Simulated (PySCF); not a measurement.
Computed shifts of a molecule C4H5BO, PBE/pcSseg-1 run with PySCF, GIAO, gas phase, equivalent atoms averaged, in ppm (number of nuclei): ¹³C: 137.6 (1), 94.8 (1), 88.4 (2). ¹H: 5.56 (1), 5.15 (4). References: ¹³C against TMS (σ = 182.0 ppm); ¹¹B against BF3 (σ = 83.9 ppm); ¹⁷O against H2O (σ = 334.3 ppm); ¹H against TMS (σ = 31.49 ppm), references at their B3LYP-D3(BJ)/def2-TZVP geometries, non-relativistic. Geometry optimised at r2SCAN-D4/def2-SVP. The values are those of a single conformer.

Problem. Which molecule gave these data?
A. O=CB1C=CC1
B. C#CB1COC1
C. C=CB1C=CO1
D. C#CB(O)C=C

Solution. B, C#CB1COC1
